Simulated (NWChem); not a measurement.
# CdSiH4; SMILES [SiH3][CdH]

Computed with NWChem. def2 effective core potentials on Cd; no spin-orbit coupling. Each level has its own optimisation; frequencies are unscaled.

For level Hartree-Fock/3-21G (all-electron, non-relativistic):

```
Item           Value
-------------  -----
r Cd–H (Å)     1.800
r Cd–Si (Å)    2.664
lowest (cm⁻¹)    268
```

Question: Estimate the same quantities for level PBE0/def2-SVP (core potentials).

Answer: r Cd–H (Å): 1.694
r Cd–Si (Å): 2.519
lowest (cm⁻¹): 295
